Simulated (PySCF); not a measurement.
**Krypton: a sound run and one with changed settings**

Sound run: Kr [Kr], Kr⁺ [Ar] 3d10 4s2 4p5. Computed with PySCF 2.14 in def2-SVP (5s4p3d, 32 functions), with the non-relativistic Hamiltonian (point nucleus). In the sound run the correlated levels freeze [Ar] 3d10. The sound run starts from symmetry-adapted Hartree-Fock orbitals and uses a fine grid where one is needed.

Changed run: the spin-free X2C one-electron Hamiltonian (Gaussian nucleus). This setting is unsound on purpose.

| species | method | sound run (hartree) | changed run (hartree) | converged |
| --- | --- | --- | --- | --- |
| Kr | UHF | -2751.66988 | -2779.33985 | yes |
| Kr | r2SCAN | -2753.42247 | -2781.08931 | yes |
| Kr | MN15 | -2753.74627 | -2781.40118 | yes |
| Kr | MP2 | -2751.79530 | -2779.46492 | yes |
| Kr | CCSD(T) | -2751.80720 | -2779.47662 | yes |
| Kr⁺ | UHF | -2751.18533 | -2778.85650 | yes |
| Kr⁺ | r2SCAN | -2752.89889 | -2780.56702 | yes |
| Kr⁺ | MN15 | -2753.23157 | -2780.88817 | yes |
| Kr⁺ | MP2 | -2751.28583 | -2778.95643 | yes |
| Kr⁺ | CCSD(T) | -2751.30201 | -2778.97228 | yes |

Ionisation energy of Kr:

| method | sound run (eV) | changed run (eV) |
| --- | --- | --- |
| UHF | 13.185 | 13.153 |
| r2SCAN | 14.247 | 14.212 |
| MN15 | 14.006 | 13.960 |
| MP2 | 13.863 | 13.837 |
| SCS-MP2 | 13.786 | 13.759 |
| CCSD | 13.744 | 13.721 |
| CCSD(T) | 13.747 | 13.724 |

Most of the change in total energy is the relativistic energy itself. On top of that the contraction fixes the core shape for the Hamiltonian it was made with, so the changed run is not a good calculation with the other Hamiltonian either.

For comparison, NIST gives 14.000 eV between the lowest levels.
